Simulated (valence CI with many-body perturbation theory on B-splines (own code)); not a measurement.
# Bi11+: key properties

Calculated by configuration interaction combined with many-body perturbation theory (CI+MBPT): four valence electrons over a frozen Dirac-Fock core [Xe] 4f14, radial functions for each j: 7 s, 7 p, 8 d, 6 f, 4 g, 1 h, with the one-electron correlation potential Σ1, the two-electron term Σ2, the three-electron term Σ3, Breit, model QED; selected CI, second order for the rest, scaled by the run's own slope (own B-spline code, finite nucleus).

No measured levels were compared; by estimate terms of the open shell hold to 2 to 4 % of their energy, and close levels can change places. Only levels of the ground parity were solved; by the run's estimate the other parity begins above the list, which can be wrong where configurations are misplaced.

Levels are named by their leading jj configuration (3d3/2^4 stands for four electrons in 3d with j = 3/2), which in mixed levels can hold well under half, so a name can repeat and another be missing.

Rates and lifetimes use the calculated energies. Strong lines usually hold to 10 to 20 %, long lifetimes can be off by a factor of two.

Question: What is the ground level?

Answer: (5d3/2^4) J=0, composition 50 % 5d4 3P + 41 % 5d4 5D + 8 % 5d4 1S.

Question: What is the ionisation energy?

Answer: 209.02 eV; NIST lists 208 ± 2.5 eV (theoretical).

Question: How well does LS coupling describe the low levels?

Answer: Among the lowest 20 levels the leading LS term, summed over configurations, holds 53 % on average. For single configurations the figures are 53 % in LS and 84 % in jj coupling. Terms mix most in the J = 4 level at 37699 cm⁻¹, where the leading one holds 31 %.
